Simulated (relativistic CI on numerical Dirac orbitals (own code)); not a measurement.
# What each ingredient does to the levels of Tc³¹⁺

Base calculation: Dirac-Coulomb-Breit CI, separate exchange-only KLI orbitals for each configuration, a model potential for QED, unscaled Slater integrals.

Configurations in the expansion (outside the closed core [Ne]): 3s², 3s3p, 3p², 3s3d, 3d², 3p3d, 3p4s, 3d4s, 3s4s, 3s4p, 3s4d, 3s4f, 3s5s, 3s5p, 3s5d, 4s². Levels of other configurations are missing.

Variants: (1) non-relativistic limit. Shifts of the energy above 3s² ¹S0, in cm⁻¹, for the lowest level and the first level of each name with at least 55 % of one term (blank where a level changes its place among those of its configuration and J or its character, or is not in the variant):

```
    Level     Base     Δ(1)
  3s² ¹S0        0        0
3s3p ³P°0   502901   -27784
3s3p ³P°1   543758   -68641
3s3p ³P°2   737905  -262788
3s3p ¹P°1   912439  -230581
  3p² ³P0  1212675  -111905
  3p² ¹D2  1393453  -299710
  3p² ³P1  1400442  -299672
  3p² ³P2  1601469  -500699
 3s3d ³D1  1614112  -275193
 3s3d ³D2  1635262  -296344
 3s3d ³D3  1662207  -323289
  3p² ¹S0  1761632  -486363
 3s3d ¹D2  1833136  -341121
3p3d ³F°2  2156475  -311343
3p3d ³F°3  2259631  -414499
3p3d ³D°1  2287358  -352501
3p3d ³F°4  2438017  -592885
3p3d ³D°3  2481096  -546239
3p3d ³P°0  2485659  -545677
3p3d ³P°1  2487363  -547381
3p3d ¹F°3  2620547  -537269
```

At this charge energies of transitions that change n are usually good to better than 1 %, and those within a shell (Δn = 0) to a few per cent.

Ionisation energy from the two ground configurations alone: base 1831.27 eV. The NIST ASD value (semi-empirical) is 1838 eV.

LS names give the leading component of a level, which can be under half, so a name can repeat, a term be missing and a line seem to break the LS rules.
